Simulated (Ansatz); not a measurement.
MoSe₂⁻. Total charge -1; doublet. Geometry r2SCAN-D4/def2-TZVPD; atoms count from 1.

```xyz
3

Mo    0.439   -0.963    1.020
Se    0.899    0.668   -0.814
Se   -1.338    0.295   -0.206
```

In the def2 sets Mo takes a core potential; there is no spin–orbit coupling. The charge -1 doublet is spin-contaminated (final ⟨S²⟩ up to 2.44, 0.75 for a pure state). Another isomer (quartet) lies 3.41 eV lower at PBE0-D4/def2-TZVPD; other spin states weren't run for this one.

Question: Estimate the Mulliken populations from the PBE0/def2-TZVPD orbitals of Ansatz.

Answer: 
| atom | charge (e) | spin (α − β) | d electrons |
| --- | --- | --- | --- |
| Mo1 | -0.29 | 0.88 | 4.63 |
| Se2 | -0.35 | 0.06 | – |
| Se3 | -0.35 | 0.06 | – |
Mulliken values depend strongly on the basis. With diffuse functions, as here, like atoms can get unlike values, and bond orders can come out too low or too high.

Question: Where does the spin sit?

Answer: Summed by element: Mo 0.88, Se 0.12, of 1 unpaired in all. Largest on single atoms: Mo1 0.88, Se3 0.06, Se2 0.06.

Question: And the Mayer bond orders between heavy atoms (over 0.3)?

Answer: Mo1–Se2 1.00 (2.50 Å); Mo1–Se3 1.00 (2.50 Å); Se2–Se3 0.81 (2.35 Å).
